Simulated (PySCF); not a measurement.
## Worked example: chemical shift, span and skew from a shielding tensor

C4H9NSi, SMILES CN=C1C[SiH2]C1. Atoms are numbered in the order given.

```xyz
15

C      2.5372     0.7809     0.4519
N      1.6562    -0.3663     0.4235
C      0.4867    -0.2587    -0.0439
C     -0.3146     0.9652    -0.5393
Si    -1.8788    -0.0304    -0.0980
C     -0.5481    -1.3876    -0.0628
H      2.8083     1.0052     1.4972
H      2.1273     1.6980    -0.0099
H      3.4754     0.5226    -0.0661
H     -0.0864     1.9247    -0.0546
H     -0.2080     1.0896    -1.6311
H     -2.9619    -0.1215    -1.1179
H     -2.4615     0.3132     1.2294
H     -0.5088    -1.9240    -1.0274
H     -0.4415    -2.1172     0.7515
```

Geometry optimised at ωB97X-D3(BJ)/def2-SVP. This is a generated structure with no PubChem entry under its InChIKey; it may be hypothetical.

GIAO shieldings from PBE/pcSseg-1 in PySCF, non-relativistic, no solvent. The symmetric part of the tensor of N2 has the principal values -413.3, -91.7, 224.0 ppm. The same nucleus in NH3 has σ = 267.0 ppm at this level (PySCF, at its B3LYP-D3(BJ)/def2-TZVP geometry).

Q: Work out the isotropic shielding, the ¹⁵N shift against NH3, the span and the skew.

A: 
σ(iso) = (σ11 + σ22 + σ33)/3 = -93.7 ppm. δ = σ(ref) − σ(iso) = 267.0 − (-93.7) = 360.7 ppm.
Span Ω = σ33 − σ11 = 637.3 ppm. Skew κ = 3(σ(iso) − σ22)/Ω = -0.01. Tumbling in solution averages the tensor to δ; in a static solid the shielding alone would spread this spin-1/2 line over Ω.
